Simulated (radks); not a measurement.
The numbers below are computed, except where a source is named.
Question: These are the eigenvalues of the occupied orbitals of an atom or ion with whole-number occupations (eV). Level of theory: scalar-relativistic Kohn-Sham, SCAN, spin-polarised, spherical densities, finite nucleus; meta-GGA in the generalised Kohn-Sham scheme; Fermi nuclear charge, rms radius of each element as measured or else 0.836 A^(1/3) + 0.57 fm (a radial shooting solver on a logarithmic mesh with Libxc functionals).

1s up: -15096.18
1s down: -15091.15
2s up: -2753.752
2s down: -2750.744
2p up: -2541.543
2p down: -2536.287
3s up: -993.0541
3s down: -973.1817
3p up: -923.1036

Which element is it, and in what charge state? The configuration may be excited. Open shells, if any, are filled with parallel spins first.

Answer: Z = 36, krypton, charge +21: Kr21+ in [Ne] 3s2 3p3. The list shows which subshells hold electrons but not how many an open one holds; the 1s level, -554.77 hartree, gives Z - s = 33.3 by -(Z - s)^2/2, which with screening and relativity narrows Z to a few neighbours, and the depths of the outer levels then fix element, charge and occupations together.
